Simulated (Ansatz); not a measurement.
Geometry optimisation, UKS PBE/def2-SVP (Ansatz).

Input file:

```yaml
crystal:
  periodic: [false, false, false]
  atoms:
    - { symbol: Ga, position_ang: [0.0, 0.0, 0.0] }
    - { symbol: Cl, position_ang: [0.0, 0.0, 2.49] }
    - { symbol: Cl, position_ang: [1.9398, 0.0, -1.12] }
    - { symbol: Cl, position_ang: [-1.9398, 0.0, -1.12] }
    - { symbol: O, position_ang: [0.0, 0.0, 4.38] }
    - { symbol: H, position_ang: [-0.5144, -0.8011, 4.7171] }
magnetization:
  spin_polarized: true
  initial_magnetization: 1
basis:
  gaussian: { orbitals: def2-SVP }
hamiltonian:
  xc: pbe
relax:
  f_tol: 0.15
  max_steps: 25
  restrain:
    - { distance: [1, 4], at: 1.59, k: 30.0 }
    - { distance: [0, 1], at: 3.44, k: 30.0 }
```

Command:

```bash
$ ansatz run input.yaml --threads 4 --pin off --max-ram 5120MiB --backend cpu --events-out ev --progress --plain --runs-dir out
```

Task: Where does it end, and by what steps?

Result: The run converged. The restraints hold the end off the free minimum; the threshold counts their pulls, which the force column leaves out. Restrained pairs: Cl2–O5 (1.89 → 1.65 Å), Ga1–Cl2 (2.49 → 3.43 Å). After 5 steps the energy has risen by 0.522 eV (the restraints' own energy left out); Cl2 moved furthest, 0.61 Å.

```
step  energy less start (eV)  largest force component (eV/Å)  accepted
   0                  0.0000                           1.778       yes
   1                  0.3130                           1.653       yes
   2                  0.8482                           4.557       yes
   3                  0.5509                           2.133       yes
   4                  0.5137                           1.972       yes
   5                  0.5223                           2.195       yes
```

```xyz
6
Properties=species:S:1:pos:R:3
Ga -0.001 0.119 -0.365
Cl 0.184 0.117 3.064
Cl 1.905 -0.055 -1.436
Cl -1.934 -0.071 -1.380
O -0.085 -0.036 4.690
H -0.583 -0.875 4.773
```

Time of the run: 13 s on 4 threads of Intel(R) Xeon(R) Platinum 8259CL CPU @ 2.50GHz (Skylake/Cascade Lake), on a shared host, peak memory 0.22 GiB.
